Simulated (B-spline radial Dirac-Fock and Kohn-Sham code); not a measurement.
# Dipole and non-dipole photoemission parameters of Eu 4p1/2

System: neutral europium in the configuration [Xe] 4f7 6s2; threshold 284.0 eV (tabulated edge). These are calculated numbers from an atomic code on a B-spline grid; the model is Dirac-Hartree-Slater photoionisation with a Latter tail; cross sections with all multipoles, angular parameters from the dipole term and its interference with E2.

For linearly polarised light dσ/dΩ = σ/(4π) [1 + β P₂(cos θ) + (δ + γ cos²θ) sin θ cos φ], with θ from the polarisation vector and φ the angle between the beam and the projection of the electron momentum on the plane normal to the polarisation.

```
hν (eV)  σ (kb)      β       γ       δ
    429    78.8  0.501  -0.017   0.073
    464    76.9  0.701   0.079   0.067
    541    71.4  1.001   0.235   0.051
    677    60.8  1.287   0.337   0.029
    679    60.7  1.290   0.337   0.029
    811    51.3  1.435   0.329   0.017
    815    51.1  1.438   0.328   0.017
   1000       ?      ?       ?       ?
   2080    13.8  1.692  -0.014  -0.002
   2210    12.4  1.693  -0.019  -0.002
   2360    11.1  1.693  -0.021  -0.002
 2984.4    7.22  1.683   0.013  -0.002
   3180    6.40  1.677   0.033  -0.002
   5020    2.53  1.615   0.301   0.002
   6000    1.71  1.581   0.459   0.007
   6670    1.35  1.558   0.565   0.010
 8047.8   0.874  1.514   0.774   0.018
   8350   0.801  1.505   0.817   0.020
   9240   0.628  1.479   0.941   0.026
 9251.7   0.626  1.478   0.942   0.026
  12000   0.328  1.404   1.277   0.047
  15000   0.184  1.335   1.581   0.071
```

Problem. Give the values at 1000 eV.

Solution. σ = 40.5 kb, β = 1.549, γ = 0.258, δ = 0.008.
